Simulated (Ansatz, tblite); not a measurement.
Forces on CrF3 at its PBE-D4/def2-TZVP geometry. The state is a doublet with charge 0.

The xTB rows come from tblite. At r2SCANh-D4/def2-TZVP the charge 0 doublet is spin-contaminated (final ⟨S²⟩ up to 1.75, 0.75 for a pure state). The geometry of the doublet was relaxed on an unsound state (⟨S²⟩ 1.75, where a pure state has 0.75). At PBE0-D4/def2-TZVP a quartet of charge 0 lies 0.83 eV below the doublet, each at its own geometry. The structure comes from a short search, and lower isomers may exist.

GFN1-xTB (tblite), largest force 2.07 eV/Å:

```xyz
4
positions Å, forces eV/Å
Cr    0.000    0.000    0.000   -0.001    0.001    0.000
F     1.214    1.228    0.113   -1.454   -1.472   -0.135
F    -0.210   -0.875   -1.477    0.252    1.049    1.771
F    -1.004   -0.352    1.365    1.203    0.422   -1.635
```

GFN2-xTB (tblite), largest force 0.85 eV/Å:

```
Cr -0.001 0.001 -0.001
F -0.597 -0.604 -0.055
F 0.104 0.430 0.727
F 0.494 0.173 -0.671
```

r2SCANh-D4/def2-TZVP (Ansatz), largest force 0.46 eV/Å:

```
Cr -0.001 0.000 0.000
F -0.322 -0.326 -0.030
F 0.056 0.232 0.392
F 0.267 0.093 -0.362
```
